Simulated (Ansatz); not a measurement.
`CN(C)B(F)F` + HCl → `FB(F)Cl` + `CNC` at 298.15 K and 1 bar (ligand exchange at a B–N bond).

Calculated with Ansatz (gas phase, PBE0-D4/def2-TZVP geometries, no zero-point term in ΔE). CBS: MP2 limit from def2 TZ/QZ plus the TZ coupled-cluster correction, frozen cores. This one scheme is used for every species. Each species was taken in one conformer, which may not be the lowest.

| species | CCSD(T)/CBS energy (Eh) | H − E (kJ/mol) | S (J/(mol·K)) |
| --- | --- | --- | --- |
| `CN(C)B(F)F` | -358.96075 | 266.0 | 332.9 |
| HCl | -460.38127 | 26.6 | 186.8 |
| `FB(F)Cl` | -684.31926 | 41.0 | 275.6 |
| `CNC` | -135.00321 | 256.9 | 271.4 |

H − E and S are ideal-gas, rigid-rotor, harmonic terms from PBE0-D4/def2-TZVP, for one conformer and one mirror image of each species. 1 Eh = 2625.50 kJ/mol, R = 8.31446 J/(mol·K).

Task: By hand: ΔE, ΔH, ΔS and ΔG.

Result: ΔE = (-684.31926) + (-135.00321) − (-358.96075) − (-460.38127) = 0.01955 Eh = 51.3 kJ/mol. Δ(H − E) = 41.0 + 256.9 − 266.0 − 26.6 = 5.3, so ΔH = 56.6 kJ/mol. ΔS = 275.6 + 271.4 − 332.9 − 186.8 = 27.3 J/(mol·K). ΔG = 56.6 − 298.15 × (27.3)/1000 = 48.5 kJ/mol.

Task: By hand: the equilibrium constant, and the temperature at which ΔG would vanish if ΔH and ΔS stayed fixed.

Result: log₁₀ K = −ΔG/(RT ln 10) = -8.5. ΔG = 0 at ΔH/ΔS = 2073 K.

ΔH outweighs TΔS. A doubt of 5 kJ/mol in ΔE shifts log₁₀ K by 0.9 here. Other conformers and mirror images would add mixing entropy, several J/(mol·K) or more a flexible species. These are equilibria of isolated gas molecules and say nothing of rates. Largest T1 diagnostic: 0.012 (customary marks: 0.02 for closed shells, 0.045 for open ones).
